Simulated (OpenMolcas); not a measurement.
Ag4+ (d7) among equal point charges was computed by CASSCF with the d shell active (OpenMolcas, ANO-RCC-VDZP on the metal). Its lowest spin-free states, and all those of the highest spin:

```tsv
2S+1	Degeneracy	E (cm-1)
4	1	0.0
4	2	328.0
4	1	1622
4	2	1883
4	1	3648
4	2	17084
2	1	17414
2	1	18077
2	1	18080
2	2	18151
2	1	18351
4	1	18480
```

Task: Is the site octahedral, tetrahedral or cube-like, axial, or of lower symmetry?

Result: The states with 2S+1 = 4 have orbital degeneracies 1, 2, 1, 2, 1, 2, 1. There are pairs but no triples, so the site is axial: not cubic, but with a proper or improper axis of order three or more. The run had Ag4+ among 6 point charges of -1.7 e arranged as a tetragonal octahedron (D4h), 2.42 Å from the ion, with the axial distance 2.565 Å.

Spin-orbit coupling mixes the spin-free states strongly: the lowest level takes only 45 % from its leading state, 4A2. Without dynamic correlation the repulsion within the d shell is too large (B by tens of per cent), so at a given field states of lower spin stand too high. Point charges give a weaker field than real ligands, and real ions of this kind are as a rule low spin; the high spin found here belongs to the model. The ground term spreads over less than 5000 cm-1, several times less than with real ligands, so orbital moments are less quenched and χT lies further from the spin-only value than at real sites. Point charges carry no covalency, so the field is a model and not that of real ligands. No measured value stands beside these numbers.
